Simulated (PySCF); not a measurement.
Where the electron goes

C₄H₈GeS.
Structure used (PBE0-D3(BJ)/def2-SVP), in Å, numbered top down from 1:
```
atom  x, y, z in Å
C1    -2.587    0.071    1.203
C2    -1.588    0.449    0.220
C3    -0.756    0.773   -0.609
Ge4    0.591    1.275   -1.843
S5     2.474    1.662   -0.736
C6     2.621    0.089    0.167
H7    -2.145   -0.556    1.993
H8    -3.404   -0.500    0.736
H9    -3.024    0.961    1.683
H10    0.231    2.592   -2.545
H11    0.773    0.131   -2.858
H12    2.812   -0.753   -0.513
H13    1.718   -0.110    0.762
H14    3.478    0.196    0.846
```

Method: PySCF, TDDFT B3LYP/def2-SVPD, vertical, gas phase, core orbitals frozen in the response. Relativistic effects, spin–orbit coupling among them, are left out although an element past zinc is present.

Kohn–Sham orbitals with the atoms that hold most of them (Löwdin shares over 4%, at most four atoms; ? is withheld):

| orbital | ε (eV) | atoms |
| --- | --- | --- |
| LUMO+2 | 0.11 | Ge4 22%, C2 21%, C3 20%, H11 9% |
| LUMO+1 | 0.08 | Ge4 22%, C1 12%, C2 11%, S5 8% |
| LUMO | -0.54 | ? |
| HOMO | ? | ? |
| HOMO-1 | -7.44 | C3 34%, C2 32%, S5 12%, C1 6% |
| HOMO-2 | -7.51 | C3 38%, C2 36%, C1 7%, Ge4 6% |
| HOMO-3 | -8.48 | S5 45%, Ge4 15%, C3 11%, C6 11% |

Give the leading atoms of the LUMO.

S5 (bonded to C and Ge) 25%; Ge4 (bonded to C, S and 2 H) 23%; C3 (bonded to C and Ge) 15%; C2 (bonded to 2 C) 15%. By element: carbon 30% or more, sulfur 25%, germanium 23%.

Which atoms hold the HOMO, and with what shares?

S5 (bonded to C and Ge) 73%; C6 (bonded to S and 3 H) 11%; Ge4 (bonded to C, S and 2 H) 7%.

What is the HOMO energy, and the HOMO–LUMO gap?

ε(HOMO) = -6.50 eV; the gap is 5.95 eV (0.2188 hartree).

The HOMO–LUMO gap is 5.95 eV. Where does the response calculation put the lowest singlet, and from which orbitals?

S1 is at 4.93 eV (f = 0.012), 1.03 eV below the gap, made of HOMO→LUMO (97%). Without the coupling terms of the response equations the lowest excitation would equal the gap.

Next come S2 at 5.65 eV (f 0.0036), HOMO→LUMO+2 (52%), HOMO→LUMO+3 (25%); S3 at 5.67 eV (f 0.0038), HOMO-2→LUMO (45%), HOMO-1→LUMO (34%), HOMO→LUMO+3 (9%); S4 at 5.79 eV (f 0.0028), HOMO→LUMO+1 (68%), HOMO→LUMO+3 (28%); S5 at 5.81 eV (f 0.0027), HOMO→LUMO+2 (33%), HOMO→LUMO+3 (26%), HOMO→LUMO+1 (18%).

One conformer stands for the species.
